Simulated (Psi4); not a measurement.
O$_{2}$Ti, singlet, geometry from GFN2-xTB (such geometries of metal compounds can be far from the true shape). Base run: M06-2X/def2-SVP (Psi4).

The Psi4 input:
```
memory 2 GB

molecule {
0 1
  Ti    0.23899428    0.04573060    0.28655580
  O     0.69526851    0.11672313   -1.27662119
  O    -1.35250277   -0.24248227    0.48859274
}

set basis def2-svp

energy('m06-2x')
print_variables()
```

Variants of this job, named by their change:

```tsv
change	ΔE vs base (µEh)	SCF cycles	grid points	basis functions	outcome
base	0.0	12	66248	59	converged
d_convergence = 1e-10	0.0	19	66248	59	converged
df_basis_scf = cc-pvqz-jkfit	-	-	-	59	input refused
scf_type = cd	-377	12	66248	59	converged
dft_spherical_points = 194	-295	12	42605	59	converged
guess = sapgau	0.0	10	66248	59	converged
dft_radial_points = 99	-2322	12	87270	59	converged
scf_type = mem_df	0.0	12	66248	59	converged
damping_percentage = 20	-0.6	18	66248	59	converged
scf_type = dfdirj+cosx	3265	14	66248	59	converged
diis_max_vecs = 15	0.0	12	66248	59	converged
cholesky_tolerance = 1e-6 (with scf_type cd)	-69.9	12	66248	59	converged
ints_tolerance = 1e-8	0.0	12	66248	59	converged
```

- df_basis_scf = cc-pvqz-jkfit: ended with `psi4.driver.qcdb.exceptions.BasisSetNotFound: BasisSet::construct: Unable to find a basis set for atom 1 for key JKFIT among:`
